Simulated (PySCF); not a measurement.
Molecule: SMILES CC(C)(C)C(=O)Cl, C5H9ClO.

Molfile (atoms numbered from 1):
```
C5H9ClO
     RDKit          3D

 16 15  0  0  0  0  0  0  0  0999 V2000
    0.0870    1.3983   -0.6417 C   0  0  0  0  0  0  0  0  0  0  0  0
   -0.0621    0.0329    0.0287 C   0  0  0  0  0  0  0  0  0  0  0  0
   -0.1322   -1.0759   -1.0282 C   0  0  0  0  0  0  0  0  0  0  0  0
    1.1070   -0.2201    0.9869 C   0  0  0  0  0  0  0  0  0  0  0  0
   -1.3696    0.0463    0.8111 C   0  0  0  0  0  0  0  0  0  0  0  0
   -2.1593    0.9242    0.8646 O   0  0  0  0  0  0  0  0  0  0  0  0
   -1.6855   -1.4818    1.7158 Cl  0  0  0  0  0  0  0  0  0  0  0  0
    0.1282    2.2056    0.1035 H   0  0  0  0  0  0  0  0  0  0  0  0
    1.0167    1.4204   -1.2295 H   0  0  0  0  0  0  0  0  0  0  0  0
   -0.7562    1.6074   -1.3149 H   0  0  0  0  0  0  0  0  0  0  0  0
    0.8014   -1.0797   -1.6108 H   0  0  0  0  0  0  0  0  0  0  0  0
   -0.9678   -0.9100   -1.7251 H   0  0  0  0  0  0  0  0  0  0  0  0
   -0.2572   -2.0639   -0.5643 H   0  0  0  0  0  0  0  0  0  0  0  0
    1.1572    0.5515    1.7701 H   0  0  0  0  0  0  0  0  0  0  0  0
    1.0239   -1.2020    1.4723 H   0  0  0  0  0  0  0  0  0  0  0  0
    2.0497   -0.1903    0.4197 H   0  0  0  0  0  0  0  0  0  0  0  0
  1  2  1  0
  2  3  1  0
  2  4  1  0
  2  5  1  0
  5  6  2  0
  5  7  1  0
  1  8  1  0
  1  9  1  0
  1 10  1  0
  3 11  1  0
  3 12  1  0
  3 13  1  0
  4 14  1  0
  4 15  1  0
  4 16  1  0
M  END
```

Geometry PBE0-D3(BJ)/def2-SVP throughout; GIAO in PySCF 2.14, gas phase, one conformer, non-relativistic; equivalent atoms averaged; functional PBE0.

A run gave: C5 123.5, C2 44.2, C1/C3/C4 26.0, O6 474.7, Cl7 210.8, H8/H9/H10/H11/H12/H13/H14/H15/H16 1.19 ppm (shifts δ (against TMS, H2O, HCl at the same level)).

Question: Which basis set was used in that run?
A. STO-3G
B. 6-31G*
C. 6-311+G(2d,p)
D. 6-31G

Answer: A. C5 tells them apart best: STO-3G gives 123.5, 6-31G gives 182.8, 6-31G* gives 176.0, 6-311+G(2d,p) gives 188.7 ppm.
